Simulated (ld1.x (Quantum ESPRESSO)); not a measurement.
# Which change was made? (Mo, TM)

ld1.x (Quantum ESPRESSO) 7.5 input, shortened:

```
&input
   title='Mo', zed=42., rel=1, dft='PZ', iswitch=3,
   config='[Kr] 4d3 5s0 5p0'
 /
 &inputp
   pseudotype=2, tm=.true., lloc=1,
   nlcc=.true., rcore=0.70
 /
3
4S  1  0   2.00   0.00  1.45  1.45  0.0
4D  3  2   3.00   0.00  2.20  2.20  0.0
4P  2  1   6.00   0.00  2.05  2.05  0.0
 &test
   configts(1)='4s2 4p6 4d3 5s0 5p0'
 /
```

Cutoffs, loose and tight: the cutoffs (Ry, on a coarse ladder) from which the occupation-weighted sum of valence levels, in a spherical-Bessel basis at the reference potential, stays within 10 and 1 mRy of its value at 400 Ry. They do not see the model core or the augmentation charge, which bear on the density cutoff. Test errors are all-electron minus pseudo excitation energies from the reference, over the configurations 4s2 4p6 4d5 5s1 5p0; 4s2 4p6 4d5 5s0 5p0; 4s2 4p6 4d4 5s0 5p0; 4s2 4p6 4d2 5s0 5p0; 4s2 4p6 4d5 5s0 5p1; 4s1 4p6 4d5 5s1 5p0; 4s2 4p6 4d4 5s2 5p0 (two spin-polarised tests are not counted in the largest error); variants that change the core or the reference have their own tests.

The base gives: outcome: generated; cutoff, loose: 70 Ry; cutoff, tight: 120 Ry; bound ghosts: none; largest test error (meV): +574.

(1) After one change the result is: outcome: generated; cutoff, loose: 30 Ry; cutoff, tight: 50 Ry; bound ghosts: none; largest test error (meV): +1451. Which change was it?
A. all radii but the core radius scaled by about 1.16 (s 1.68, p 2.38, d 2.56 bohr)
B. all radii but the core radius scaled by about 1.35 (s 1.96, p 2.78, d 2.98 bohr)
C. all radii but the core radius scaled by about 0.91 (s 1.32, p 1.86, d 2.00 bohr)

Answers

(1) B. The others give: all radii but the core radius scaled by about 1.16 (s 1.68, p 2.38, d 2.56 bohr) → outcome: generated; cutoff, loose: 50 Ry; cutoff, tight: 70 Ry; bound ghosts: none; largest test error (meV): +930 | all radii but the core radius scaled by about 0.91 (s 1.32, p 1.86, d 2.00 bohr) → outcome: generated; cutoff, loose: 80 Ry; cutoff, tight: 140 Ry; bound ghosts: none; largest test error (meV): +402.
